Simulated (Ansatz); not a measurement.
Relaxation of AlH$_{5}$N$_{2}$OSi (10 atoms, charge 0, multiplicity 1), to a largest force component of 0.015 eV/Å in at most 40 steps.

Computed with RKS PBE/def2-SVP in Ansatz.

```xyz
10
Properties=species:S:1:pos:R:3
N -2.140 0.349 0.202
Si -0.790 -0.490 -0.490
N 0.478 0.684 -0.964
Al 1.283 -0.119 0.630
O 2.482 -0.385 1.916
H -1.838 0.972 0.997
H -2.470 1.077 -0.535
H -1.044 -1.337 -1.646
H 1.053 0.286 -1.702
H 3.071 -1.086 1.594
```

Problem. Where does it end, and by what steps?

Solution. The run converged. The force dipped under the threshold on the way, but the program's further checks kept it going. After 18 steps the energy has fallen by 1.653 eV; H7 moved furthest, 0.89 Å.

| step | energy less start (eV) | largest force component (eV/Å) | accepted |
| --- | --- | --- | --- |
| 0 | 0.0000 | 2.190 | yes |
| 1 | -0.5998 | 1.426 | yes |
| 2 | -0.8932 | 2.687 | yes |
| 3 | -1.1878 | 1.768 | yes |
| 4 | -1.4165 | 0.813 | yes |
| 5 | -1.4762 | 0.943 | yes |
| 6 | -1.5737 | 0.485 | yes |
| 7 | -1.5418 | 1.676 | no |
| 8 | -1.6141 | 0.194 | yes |
| 9 | -1.6322 | 0.103 | yes |
| 10 | -1.6404 | 0.104 | yes |
| 11 | -1.6461 | 0.354 | yes |
| 12 | -1.6489 | 0.248 | yes |
| 13 | -1.6454 | 0.251 | no |
| 14 | -1.6517 | 0.091 | yes |
| 15 | -1.6507 | 0.145 | no |
| 16 | -1.6524 | 0.013 | yes |
| 17 | -1.6526 | 0.027 | yes |
| 18 | -1.6527 | 0.013 | yes |

```xyz
10
Properties=species:S:1:pos:R:3
N -2.053 0.658 -0.090
Si -0.700 -0.374 -0.444
N 0.837 0.440 -0.861
Al 1.409 -0.515 0.558
O 2.905 -0.580 1.407
H -2.051 1.317 0.691
H -3.000 0.388 -0.361
H -1.295 -1.329 -1.453
H 1.021 1.102 -1.626
H 3.009 -1.158 2.181
```

Whether the end is a true minimum wasn't checked by a vibrational analysis.

Time of the run: 21 s on 2 threads of INTEL(R) XEON(R) PLATINUM 8581C CPU @ 2.30GHz (Emerald Rapids), with other jobs on the host, peak memory 0.17 GiB.
